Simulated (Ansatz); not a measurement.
Program: Ansatz. Geometries: PBE0-D4/def2-TZVP. ΔE: electronic, gas phase. CCSD(T)/CBS is the MP2 limit (def2-TZVPP, def2-QZVPP) plus CCSD(T) − MP2 in def2-TZVPP, frozen cores. This one scheme is used for every species. Functionals use def2-TZVPP. Each species was taken in one conformer, which may not be the lowest.

Reaction (hydrogenolysis of a C–Si bond): `P[SiH2]C1CC1` + H₂ → `C1CC1` + `[SiH3]P`

`P[SiH2]C1CC1`:

Z-matrix (Å, degrees):
```
Si
C 1 1.853
P 1 2.256 2 115.1
H 1 1.491 2 107.7 3 119.6
H 1 1.489 2 111.4 3 -121.5
C 2 1.509 1 119.9 3 -152.0
C 2 1.508 1 119.5 3 -82.8
H 2 1.086 1 116.0 3 62.2
H 3 1.422 1 93.4 2 -50.3
H 3 1.422 1 93.5 2 43.3
H 6 1.084 2 118.2 1 0.6
H 6 1.083 2 117.5 1 -142.9
H 7 1.085 2 118.2 1 -1.2
H 7 1.083 2 117.6 1 142.3
```

H₂:

```xyz
2

H    -0.229    0.204    0.212
H     0.229   -0.204   -0.212
```

`C1CC1`:

Z-matrix (Å, degrees):
```
C
C 1 1.497
C 1 1.497 2 60.0
H 1 1.083 2 118.0 3 107.9
H 1 1.083 2 118.0 3 -107.9
H 2 1.083 1 118.0 3 -107.9
H 2 1.083 1 118.0 3 107.9
H 3 1.083 1 118.0 2 107.9
H 3 1.083 1 118.0 2 -107.9
```

`[SiH3]P`:

```xyz
7

Si   -0.557   -0.476    0.367
P     0.422    1.310   -0.602
H    -1.764   -0.823   -0.426
H    -0.976   -0.082    1.737
H     0.323   -1.671    0.456
H     0.936    0.555   -1.691
H     1.616    1.187    0.160
```

```tsv
level	ΔE (kcal/mol)
LDA (SPW92)	-3.2
PBE	-5.3
MP2/def2-SVP	-4.2
HF/def2-TZVPP	-11.1
```

Problem. What does CCSD(T)/CBS give? (An estimate is asked.)

Solution. Ansatz gave: -3.0 kcal/mol. The listed levels differ from it by -0.2, -2.3, -1.2, -8.1 kcal/mol.

Largest T1 diagnostic among the species: 0.013.

At CCSD(T), def2-SVP lies −3.2 kcal/mol from the extrapolated value and def2-TZVPP −0.9 kcal/mol. The D4 term adds +3.7 kcal/mol with B3LYP and +2.1 kcal/mol with PBE0; it sums over pairs of atoms, weighted by their polarisabilities, and B3LYP, whose exchange is more repulsive, gets the larger term. Leaving LDA and LC-ωPBE aside and taking each functional with its dispersion term where it has one, the values, not all of them listed here, spread over 4.0 kcal/mol, from B2PLYP to revPBE-D4. LDA lies +2.1 kcal/mol from PBE without D4.

CCSD(T)/CBS has its own doubt, a few kJ/mol and more with outer-core shells, so smaller differences from it don't rank the levels.

B3LYP here is the variant with VWN-RPA as its local correlation; programs differ in this.
